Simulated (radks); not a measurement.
The numbers below are computed, except where a source is named.
Fractional charge and spin in the 5s shell of ytterbium: the spin-up occupation runs from 0 to 1 and the spin-down occupation from 0 to 1; the fullest corner is Yb2+, [Kr] 4d10 4f14 5p6 5s(up 1, down 1). Level of theory: scalar-relativistic Kohn-Sham, PBE, spin-polarised, spherical densities, finite nucleus; Fermi nuclear charge, rms radius of each element as measured or else 0.836 A^(1/3) + 0.57 fm (a radial shooting solver on a logarithmic mesh with Libxc functionals). Energy (eV) minus the two flat planes that join the four corners (they meet along the diagonal where the two added fractions sum to one electron); zero is where a piecewise linear energy would lie.

\begin{tabular}{lrrrrr}
down \ up & 0 & 0.25 & 0.5 & 0.75 & 1 \\ \hline
0 & 0.000 & -1.495 & -1.986 & -1.484 & 0.000 \\
0.25 & -1.495 & -1.921 & -1.356 & 0.189 & -1.407 \\
0.5 & -1.986 & -1.356 & 0.252 & -1.283 & -1.865 \\
0.75 & -1.484 & 0.189 & -1.283 & -1.804 & -1.391 \\
1 & 0.000 & -1.407 & -1.865 & -1.391 & 0.000 \\
\end{tabular}

Corners above the fullest one (they belong to Yb3+ and the next ion): (up 1, down 0) 77.018 eV, (up 0, down 1) 77.018 eV, (up 0, down 0) 170.47 eV. With half an added electron in each spin the energy lies 0.252 eV from the planes, and with half an added electron in spin up alone -1.986 eV. The planes are only a guide here: the flat-plane condition holds for ground states with one frontier orbital, while this shell lies below other occupied shells, so the corners above the fullest one are inner-hole states and not the ground states of those ions.
